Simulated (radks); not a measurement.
Results of a calculation; reference values are marked as such.
Au74+, 5 electrons, occupied as [He] 2s2 2p1.

Code: a radial shooting solver on a logarithmic mesh with Libxc functionals. Model: scalar-relativistic Kohn-Sham, r2SCAN, spin-polarised, spherical densities, finite nucleus; open shells are filled with parallel spins first (spin-orbit coupling, left out, can overturn this in heavy ions); meta-GGA in the generalised Kohn-Sham scheme; Fermi nuclear charge, rms radius 5.4371 fm.

Energy parts (hartree):
part                       energy
total                  -9233.6200
kinetic                11053.7785
electron-nucleus      -20492.3124
Hartree                  290.0959
exchange-correlation     -85.1820

Orbitals (lengths in bohr, moments of r in powers of bohr):
\begin{tabular}{lrrrrr}
orbital & occ. & eigenvalue (hartree) & <r^4> & <1/r> & <r^2> \\ \hline
1s up & 1 & -3302.458 & 4.176e-07 & 95.93 & 0.0003905 \\
1s down & 1 & -3301.235 & 4.167e-07 & 95.97 & 0.0003901 \\
2s up & 1 & -812.6347 & 0.00005229 & 23.40 & 0.005551 \\
2s down & 1 & -810.5107 & 0.00005256 & 23.35 & 0.005564 \\
2p up & 1 & -747.0805 & 0.00004001 & 20.79 & 0.004554 \\
2p down & 0 & -744.5839 & 0.00004031 & 20.76 & 0.004570 \\
3s up & 0 & -343.0383 & 0.001283 & 9.780 & 0.02966 \\
3s down & 0 & -341.3833 & 0.001261 & 9.866 & 0.02935 \\
3p up & 0 & -323.8170 & 0.001237 & 9.030 & 0.02862 \\
3p down & 0 & -322.0763 & 0.001214 & 9.108 & 0.02830 \\
\end{tabular}

The highest occupied level is 2p up at -20329 eV. The electron density at the nucleus is 2.251e+06 e/bohr^3 (large components only). Summed over all electrons, <r^2> = 0.01645 bohr^2, which gives a Langevin (diamagnetic) susceptibility term of -0.013 x 10^-6 cm^3/mol. Spin moment in Bohr magnetons: 1.
